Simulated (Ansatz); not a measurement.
Consider the ligand exchange at a B–O bond: `BOB` + `O[SiH](O)F` → `BO[SiH](O)F` + `BO`.

Program: Ansatz. Geometries: PBE0-D4/def2-TZVP. ΔE: electronic, gas phase. CCSD(T)/CBS is the MP2 limit (def2-TZVPP, def2-QZVPP) plus CCSD(T) − MP2 in def2-TZVPP, frozen cores. This one scheme is used for every species. DFT in def2-TZVPP. HSE06 is defined as in plane-wave codes. Each species was taken in one conformer, which may not be the lowest.

Problem. Is it downhill or uphill in electronic energy at CCSD(T)/CBS, and by how much? (Best estimate.)

Solution. The calculation gave: Downhill: ΔE = -21.4 kJ/mol.

Problem. What do these levels give: revPBE-D4, PBE0-D4, ωB97X-V, B2PLYP, BLYP, r2SCAN, PBE0, HSE06, RPA@PBE/def2-TZVPP, HF/def2-SVP, CCSD(T)/def2-SVP, SCS-MP2/def2-QZVPP? (An estimate is asked.)

Solution. Computed: revPBE-D4 -27.0, PBE0-D4 -24.1, ωB97X-V -22.1, B2PLYP -22.4, BLYP -25.3, r2SCAN -24.8, PBE0 -23.1, HSE06 -23.2, RPA@PBE/def2-TZVPP -25.0, HF/def2-SVP -19.7, CCSD(T)/def2-SVP -32.0, SCS-MP2/def2-QZVPP -20.4 kJ/mol.

Problem. What do rigid-rotor, harmonic-oscillator terms from PBE0-D4/def2-TZVP frequencies (298.15 K, 1 bar) make of the CCSD(T)/CBS value? (Best estimate.)

Solution. The calculation gave: ΔZPE = +2.0 kJ/mol, ΔH = -18.9 kJ/mol, ΔS = 10 J/(mol·K), ΔG = -21.9 kJ/mol. Modes under 50 cm⁻¹ make the entropy rough.

Largest T1 diagnostic among the species: 0.014.

At CCSD(T), def2-SVP lies −10.6 kJ/mol from the extrapolated value and def2-TZVPP −1.7 kJ/mol. From PBE to PBE0 (25 % exact exchange), in def2-TZVPP and without D4, ΔE moves by +3.3 kJ/mol. In def2-TZVPP, CCSD(T) changes the Hartree–Fock value by −7.4 kJ/mol (the triples alone add −1.2 kJ/mol) and MP2 by −5.8 kJ/mol.
